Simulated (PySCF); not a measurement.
CH9AlO2Si2, singlet, at a GFN2-xTB geometry (such geometries of metal compounds can be far from the true shape); DF-M062X/6-31G* (PySCF).

PySCF was given this input:
```python
from pyscf import gto, scf, dft

mol = gto.Mole()
mol.atom = '''
    Al    0.32822742    0.51741072    0.46892231
    C     1.16848016    1.86037234    1.66597219
    H     1.79239289    1.38246890    2.42004864
    H     0.41324739    2.46018410    2.17392398
    H     1.79207614    2.55355308    1.10100796
    O    -0.78572777    0.98862120   -0.69801574
    Si   -1.87081817    1.39148817   -1.84213483
    H    -3.19780629    1.07484934   -1.30942585
    H    -1.56441436    0.61829392   -3.04673104
    H    -1.71333385    2.83047692   -2.07166942
    O     0.70859396   -1.11571406    0.58712668
    Si    1.04257281   -2.70645677    0.66099281
    H    -0.19532967   -3.40007236    1.02218297
    H     2.06855509   -2.86552681    1.69579393
    H     1.53928084   -3.11649754   -0.65385383
'''
mol.basis = '6-31g*'
mol.verbose = 4
mol.build()

mf = dft.RKS(mol)
mf.xc = 'm062x'
mf = mf.density_fit(auxbasis='def2-universal-jkfit')
mf.kernel()
```

Output, abridged:

```
PySCF version 2.14.0

[INPUT] verbose = 4
[INPUT] num. atoms = 15
[INPUT] num. electrons = 72
[INPUT] charge = 0
[INPUT] spin (= nelec alpha-beta = 2S) = 0
[INPUT] symmetry False subgroup None
[INPUT] Mole.unit = angstrom
[INPUT] Symbol           X                Y                Z      unit          X                Y                Z       unit  Magmom
[INPUT]  1 Al     0.328227420000   0.517410720000   0.468922310000 AA    0.620259930373   0.977764554714   0.886134739598 Bohr   0.0
[INPUT]  2 C      1.168480160000   1.860372340000   1.665972190000 AA    2.208107484388   3.515594212316   3.148231170242 Bohr   0.0
[INPUT]  3 H      1.792392890000   1.382468900000   2.420048640000 AA    3.387131669718   2.612487596729   4.573229137726 Bohr   0.0
[INPUT]  4 H      0.413247390000   2.460184100000   2.173923980000 AA    0.780924388791   4.649074165010   4.108120937824 Bohr   0.0
[INPUT]  5 H      1.792076140000   2.553553080000   1.101007960000 AA    3.386533098968   4.825515965740   2.080603505366 Bohr   0.0
[INPUT]  6 O     -0.785727770000   0.988621200000  -0.698015740000 AA   -1.484810293765   1.868223308939  -1.319058579236 Bohr   0.0
[INPUT]  7 Si    -1.870818170000   1.391488170000  -1.842134830000 AA   -3.535333970160   2.629531546872  -3.481130313222 Bohr   0.0
[INPUT]  8 H     -3.197806290000   1.074849340000  -1.309425850000 AA   -6.042978087511   2.031170877770  -2.474456236926 Bohr   0.0
[INPUT]  9 H     -1.564414360000   0.618293920000  -3.046731040000 AA   -2.956314685737   1.168406173284  -5.757487240811 Bohr   0.0
[INPUT] 10 H     -1.713333850000   2.830476920000  -2.071669420000 AA   -3.237731736447   5.348826180702  -3.914887824437 Bohr   0.0
[INPUT] 11 O      0.708593960000  -1.115714060000   0.587126680000 AA    1.339048517921  -2.108394006727   1.109508625625 Bohr   0.0
[INPUT] 12 Si     1.042572810000  -2.706456770000   0.660992810000 AA    1.970177075818  -5.114462063275   1.249095381207 Bohr   0.0
[INPUT] 13 H     -0.195329670000  -3.400072360000   1.022182970000 AA   -0.369119580302  -6.425205564104   1.931645862495 Bohr   0.0
[INPUT] 14 H      2.068555090000  -2.865526810000   1.695793930000 AA    3.909002593675  -5.415060873499   3.204586091400 Bohr   0.0
[INPUT] 15 H      1.539280840000  -3.116497540000  -0.653853830000 AA    2.908819216390  -5.889326818481  -1.235604664198 Bohr   0.0

nuclear repulsion = 413.900132736115
number of shells = 60
number of NR pGTOs = 270
number of NR cGTOs = 114
basis = 6-31g*
ecp = {}

******** <class 'pyscf.df.df_jk.DFRKS'> ********
method = DFRKS
initial guess = minao
damping factor = 0
level_shift factor = 0
DIIS = <class 'pyscf.scf.diis.CDIIS'>
diis_start_cycle = 1
diis_space = 8
diis_damp = 0
SCF conv_tol = 1e-09
SCF conv_tol_grad = None
SCF max_cycles = 50
direct_scf = False
XC library pyscf.dft.libxc version 7.1.2
    S. Lehtola, C. Steigemann, M. J. T. Oliveira, and M. A. L. Marques,  SoftwareX 7, 1–5 (2018)
XC functionals = m062x
    Y. Zhao and D. G. Truhlar,  Theor. Chem. Acc. 120, 215 (2008)
    Y. Zhao and D. G. Truhlar,  Theor. Chem. Acc. 120, 215 (2008)
radial grids:
    Treutler-Ahlrichs [JCP 102, 346 (1995); DOI:10.1063/1.469408] (M4) radial grids

becke partition: Becke, JCP 88, 2547 (1988); DOI:10.1063/1.454033
pruning grids: <function nwchem_prune>
grids dens level: 3
symmetrized grids: False
atomic radii adjust function: <function treutler_atomic_radii_adjust>
small_rho_cutoff = 0
Set gradient conv threshold to 3.16228e-05
Initial guess from minao.
tot grids = 188096
******** <class 'pyscf.df.df.DF'> ********
auxbasis = def2-universal-jkfit
init E= -1015.50495930331
  HOMO = -0.366424420084646  LUMO = -0.0735064749703849  gap/eV = 7.97070
cycle= 1 E= -1015.16997617684  delta_E= 0.335  |g|= 0.952  |ddm|= 3.32
  HOMO = -0.215979516613026  LUMO = 0.0500893592025964  gap/eV = 7.24010
cycle= 2 E= -1015.05584190653  delta_E= 0.114  |g|= 1.25  |ddm|=  1.5
  HOMO = -0.343980080190916  LUMO = 0.0231867943778221  gap/eV = 9.99112
cycle= 3 E= -1015.3503353359  delta_E= -0.294  |g|= 0.0673  |ddm|= 0.869
  HOMO = -0.351063864204579  LUMO = 0.02457985565621  gap/eV = 10.22179
cycle= 4 E= -1015.35115506004  delta_E= -0.00082  |g|= 0.0376  |ddm|= 0.0829
  HOMO = -0.345613879830834  LUMO = 0.0259524230303048  gap/eV = 10.11083
cycle= 5 E= -1015.35153033733  delta_E= -0.000375  |g|= 0.00299  |ddm|= 0.0317
  HOMO = -0.345955642503737  LUMO = 0.0257545266369728  gap/eV = 10.11475
cycle= 6 E= -1015.35153358497  delta_E= -3.25e-06  |g|= 0.000852  |ddm|= 0.00521
  HOMO = -0.345967733423125  LUMO = 0.0257438884186891  gap/eV = 10.11479
cycle= 7 E= -1015.35153387282  delta_E= -2.88e-07  |g|= 0.000187  |ddm|= 0.00127
  HOMO = -0.345945838741406  LUMO = 0.0257621121298466  gap/eV = 10.11469
cycle= 8 E= -1015.35153388759  delta_E= -1.48e-08  |g|= 3.35e-05  |ddm|= 0.000324
  HOMO = -0.345949580209795  LUMO = 0.0257580307038721  gap/eV = 10.11468
cycle= 9 E= -1015.35153388822  delta_E= -6.29e-10  |g|= 5.49e-06  |ddm|= 7.03e-05
  HOMO = -0.34594842247465  LUMO = 0.0257590678414652  gap/eV = 10.11468
Extra cycle  E= -1015.35153388824  delta_E= -1.86e-11  |g|= 1.79e-06  |ddm|= 1.12e-05
converged SCF energy = -1015.35153388824
```
